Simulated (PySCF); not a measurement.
NMR problem set

How the numbers were obtained: J couplings at B3LYP/pcJ-1 (spin–dipole term left out of most H,H and C,H couplings), shielding tensors at PBE0/pcSseg-1 (GIAO), geometry from PBE0-D3(BJ)/def2-SVP, in PySCF 2.14 (in vacuum, one averaged value for each set of equivalent atoms, non-relativistic Hamiltonian, one computed conformer).

Shifts are taken against calculated references (same method and geometry level): 1H and 13C against TMS. Multiplet labels drop J under 1 Hz and among equivalent protons, and merge close values. Unscaled 3J(H,H) run several per cent high. Shifts are as computed. Against solution values, carbons near 30 ppm lie about +2 ppm off and those near 130 ppm about +5 ppm. Of 1211 compounds with measured shifts, 218 miss one by over three times the rms of a fit or turn the order of signals round; such compounds aren't used in these exercises.

Task: C5H5NO. 1H NMR (400 MHz, computed): δ 7.57 (d, J = 19.6 Hz, 1H), 7.33 (dd, J = 2.3, 1.5 Hz, 1H), 7.24 (d, J = 19.6 Hz, 1H), 7.14 (d, J = 1.5 Hz, 1H), 6.70 (d, J = 2.3 Hz, 1H). 13C{1H} NMR (computed): δ 155.9 (CH2), 149.0 (C), 147.1 (CH), 128.9 (CH), 116.2 (CH). Give a structure.

Result: `C=Nc1ccoc1`. Rings plus π bonds: 4 (1 ring in the answer). 5 carbon signals for 5 carbons: no two carbons are equivalent. Carbon types of the structure: 1 × C, 3 × CH, 1 × CH2, which accounts for all hydrogens. δC 155.9: C=N carbon. δC 149.0: aromatic carbon bearing nitrogen; σ withdrawal by the attached heteroatom moves it downfield of the ring CH carbons. δC 147.1, 128.9: aromatic CH next to the ring oxygen. δC 116.2: aromatic CH. The protons at 7.24 and 7.57 share a coupling of 19.6 Hz (geminal).

The shifts were computed for this structure.

Task: C4H4O2. 1H NMR (400 MHz, computed): δ 5.11 (s, 4H). 13C{1H} NMR (computed): δ 133.0 (CH). Give a structure.

Result: 1,4-dioxin (O1C=COC=C1). The formula gives 3 degrees of unsaturation (1 ring in the answer). 1 carbon signal for 4 carbons: some carbons are equivalent by symmetry or fast rotation. Carbon types of the structure: 4 × CH, which accounts for all hydrogens. δC 133.0: alkene carbon bearing oxygen; an sp2 carbon of a C=C bond. δH 5.11: hydrogen on an alkene carbon bearing oxygen; olefinic region.

This is the structure that produced the data.
